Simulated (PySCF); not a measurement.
FH₃LiN, SMILES [NH3]->[Li][F] (connectivity only; charge and spin as stated), neutral, multiplicity 1. Atoms are numbered in the order given.

```xyz
6

N      0.0000     0.0000    -1.7164
H      0.8147     0.4704    -2.0995
H      0.0000    -0.9408    -2.0995
H     -0.8147     0.4704    -2.0995
Li     0.0000     0.0000     0.3329
F      0.0000     0.0000     1.9238
```

Coordinates come from a B3LYP-D3(BJ)/def2-TZVP optimisation.

These are B3LYP/def2-TZVPD in PySCF values and carry that method's errors.

Symmetry labels are those of the subgroup Cs that the program uses (full group C3v).

Computed valence orbital energies around the gap with their symmetry:
```
orbital  symmetry  energy (eV)
-------  --------  -----------
HOMO−7         A'       -26.47
HOMO−6         A'       -25.39
HOMO−5         A'       -14.70
HOMO−4         A"       -14.70
HOMO−3         A'       -10.21
HOMO−2         A'        -7.33
HOMO−1         A"        -6.96
HOMO           A'        -6.96
LUMO           A'        -1.36
LUMO+1         A"         0.23
LUMO+2         A'         0.23
LUMO+3         A'         0.59
```
